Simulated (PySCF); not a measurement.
## How good is the calculation?

Bonds (- single, = double, # triple, : aromatic): C1:C2, C2:C3, C3:C4, C4-S5, S5-C6, C6:C7, C7:C8, C8:C9, C9:C10, C10:C11, C4:C12, C12:C13, C13:C1, C11:C6. C1 carries H14; C2 carries H15; C3 carries H16; C7 carries H17; C8 carries H18; C9 carries H19; C10 carries H20; C11 carries H21; C12 carries H22; C13 carries H23.

[PySCF 2.14: PBE0/pcSseg-1 with gauge-including orbitals; PBE0-D3(BJ)/def2-SVP geometry; one averaged value for each set of equivalent atoms; no solvent; one conformer; relativity neglected]

Reference values: estimated from measurements, as parent shift plus tabulated substituent increment (solution, not stated per compound (mostly CDCl3 or CCl4); Pretsch, Buehlmann, Badertscher, Structure Determination of Organic Compounds, 4th ed. (2009)).
```csv
atoms,quantity,reference,computed,"computed, scaled"
C3/C7/C11/C12,δ ¹³C,131.0,137.0,131.8
C2/C8/C10/C13,δ ¹³C,129.1,134.5,129.4
C1/C9,δ ¹³C,127.0,131.9,126.8
H16/H17/H21/H22,δ ¹H,7.28,7.47,7.30
H15/H18/H20/H23,δ ¹H,7.14,7.37,7.21
H14/H19,δ ¹H,7.08,7.27,7.11
```

Computed shifts are σ(ref) − σ with the named reference compound (TMS for H and C) calculated as an isolated molecule at the same level. The measured values may be among those fitted. Empirical linear scaling, fitted to shifts measured mostly in CDCl3 for H and C (δ vs TMS): ¹³C: δ = 177.62 − 0.967σ -3.3 per attached S (rms 1.9 ppm, 913 shifts, 2.3 ppm with the 23 outliers that the fit left out); ¹H: δ = 29.91 − 0.950σ (rms 0.21 ppm, 513 shifts, 0.22 ppm with the 3 outliers that the fit left out). A few per cent of atoms miss by over 2 rms, more outside the fitted compound classes.

Q: How far are the unscaled ¹³C shifts from the references?

A: Mean signed difference +5.43 ppm, mean absolute 5.43 ppm over 3 comparisons; the largest is +6.0 ppm at C3/C7/C11/C12 (aromatic CH).

Q: How far are the unscaled ¹H shifts from the references?

A: Mean signed difference +0.20 ppm, mean absolute 0.20 ppm over 3 comparisons; the largest is +0.23 ppm at H15/H18/H20/H23 (hydrogen on an aromatic CH).
